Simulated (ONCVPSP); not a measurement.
**Br (Z = 35) ONCV: all-electron and pseudo phase curves**

* Element: Br
* Generator: ONCVPSP 4.0.1
* Type: optimised norm-conserving Vanderbilt (ONCV)
* Functional: LDA (Perdew-Zunger)
* Relativity: scalar-relativistic
* Frozen core: [Ar] 3d10
* Valence charge: 7
* Reference configuration: 4s2 4p5
* Partial waves: 4s: rc 1.20 bohr, ncon 4, nbas 7, qcut 6.2 1/bohr, local; 4p: rc 1.75 bohr, ncon 4, nbas 8, qcut 4 1/bohr, 3 projectors, debl 1.7 Ha
* Local potential: the s channel
* Core correction: polynomial model core, fcfact 0.25

The phase is arctan(r·R′/R) of the radial function R(r), unwrapped; energies in Ha, scanned from -2 to 5 Ha. A pole is an energy at which the radial function vanishes at the test radius. The pseudo phase is shifted by a multiple of π to meet the all-electron one at the reference energy, and phase errors are pseudo minus all-electron; the curves can meet again beyond the range given. Levels narrower than the energy grid can be missing from the lists of poles.

```json
{"channel": "s", "radius (bohr)": "1.22", "reference energy (Ha)": "-0.75", "poles, all-electron": "none", "poles, pseudo": "4.71", "unbroken range about the reference energy with phases within 0.05 rad": "below 2.9", "phase error 1 Ha above the reference energy (rad)": "-0.013"}
{"channel": "p", "radius (bohr)": "1.78", "reference energy (Ha)": "-0.29", "poles, all-electron": "1.73", "poles, pseudo": "1.73", "unbroken range about the reference energy with phases within 0.05 rad": "the whole range", "phase error 1 Ha above the reference energy (rad)": "-0.000"}
```

Phases in the s channel:

| E (Ha) | all-electron | pseudo |
| --- | --- | --- |
| -1.98 | 0.541 | 0.521 |
| -1.62 | 0.344 | 0.331 |
| -1.26 | 0.102 | 0.097 |
| -0.90 | -0.166 | -0.167 |
| -0.54 | -0.427 | -0.428 |
| -0.18 | -0.651 | -0.657 |
| 0.18 | -0.830 | -0.841 |
| 0.54 | -0.967 | -0.985 |
| 0.90 | -1.073 | -1.096 |
| 1.26 | -1.155 | -1.184 |
| 1.62 | -1.221 | -1.254 |
| 1.98 | -1.274 | -1.312 |
| 2.34 | -1.318 | -1.360 |
| 2.70 | -1.355 | -1.402 |
| 3.06 | -1.387 | -1.438 |
| 3.42 | -1.414 | -1.471 |
| 3.78 | -1.438 | -1.500 |
| 4.14 | -1.459 | -1.528 |
| 4.50 | -1.479 | -1.555 |
| 4.86 | -1.496 | -1.582 |
